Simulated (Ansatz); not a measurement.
`[NH2][Hf]([F])([F])[F]`, relaxed with RKS PBE0-D4/def2-TZVP in the Gaussian-basis code of Ansatz from a GFN2-xTB geometry. The force threshold is 0.005 eV/Å; the program also tests the step.

The species carries charge 0 and has multiplicity 1. Hf: def2 effective core potential.

Start:

```xyz
7

N     0.461   -0.051    1.199
Hf   -0.246    0.056   -0.655
F     0.926   -0.551   -1.954
F    -1.800   -0.943   -0.823
F    -0.695    1.735   -1.293
H    -0.024   -0.483    1.986
H     1.378    0.237    1.541
```

Problem. By how much does the energy fall, and how many steps does the optimiser take? (Best estimate.)

Solution. Ansatz gave: 5.83 kcal/mol, in 5 steps.

Problem. Which bonds change most? (An estimate is asked.)

Solution. Computed: Hf2–F5 from 1.851 to 1.910 Å; Hf2–F3 from 1.851 to 1.908 Å; Hf2–F4 from 1.855 to 1.905 Å; N1–Hf2 from 1.988 to 2.017 Å.

Problem. Give the relaxed structure. (Estimate.)

Solution. Computed: 
```xyz
7

N     0.449   -0.067    1.159
Hf   -0.284    0.025   -0.718
F     1.052   -0.594   -1.932
F    -1.874   -1.023   -0.754
F    -0.656    1.843   -1.175
H    -0.040   -0.450    1.956
H     1.353    0.266    1.464
```
